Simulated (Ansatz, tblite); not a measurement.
Spin states of Cu₂O (the lowest singlet isomer of a short search), each relaxed with r2SCAN-D4/def2-TZVP in Ansatz. Electronic energies in the gas phase.

The xTB rows come from tblite. LC-ωPBE has ω = 0.4 bohr⁻¹. Correlated methods freeze 19 core orbitals. The structure comes from a short search, and lower isomers may exist.

Singlet geometry (C2v within 0.1 Å):

```csv
atom,x (Å),y (Å),z (Å)
Cu1,0.830,0.616,0.782
Cu2,-1.228,-0.408,-0.072
O3,0.398,-0.208,-0.710
```

Triplet geometry (C2v within 0.1 Å):

Cartesian coordinates in Å:
```
Cu -0.542 0.119 -1.170
Cu 0.854 0.610 0.759
O -0.312 -0.730 0.411
```

Quintet geometry (C2v within 0.1 Å):

```xyz
3

Cu    0.782   -0.310   -1.067
Cu   -1.262    0.345    0.366
O     0.480   -0.034    0.701
```

⟨S²⟩: triplet 2.02 at PBE0-D4/def2-TZVP (pure 2.00), quintet 6.02 at PBE0-D4/def2-TZVP (pure 6.00).

Run but left out: HF/STO-3G, BHLYP-D4/def2-TZVP, B2PLYP/def2-TZVP (singlet: restricted singlet, unstable in another Hartree–Fock run and untested here); HF/def2-TZVP, HF/def2-TZVPP, HF/def2-QZVPP, MP2/def2-TZVP, MP2/def2-TZVPP, MP2/def2-QZVPP, CCSD/def2-TZVPP, CCSD(T)/def2-TZVPP (singlet: restricted singlet, unstable towards broken spin symmetry).

Only these spin states were relaxed.

| level | triplet − singlet (kJ/mol) | quintet − singlet (kJ/mol) | lowest of these |
| --- | --- | --- | --- |
| GFN2-xTB | 226.6 | 730.2 | singlet |
| PBE-D4/def2-TZVP | 96.4 | 309.6 | singlet |
| BLYP-D4/def2-TZVP | 92.7 | 310.2 | singlet |
| r2SCAN-D4/def2-TZVP | 94.0 | 277.4 | singlet |
| PBE0-D4/def2-TZVP | 109.1 | 331.2 | singlet |
| LC-ωPBE/def2-TZVP | 138.3 | 372.4 | singlet |
| ωB97X-V/def2-TZVP | 135.9 | 377.1 | singlet |
| RPA@PBE/def2-TZVP | 98.2 | 285.2 | singlet |

Change of the quintet − singlet gap on mixing in exact exchange, in kJ/mol: PBE to PBE0 (25 % exact exchange) 21.6.

The xTB methods have no term that favours high spin, so they put low spin too low.
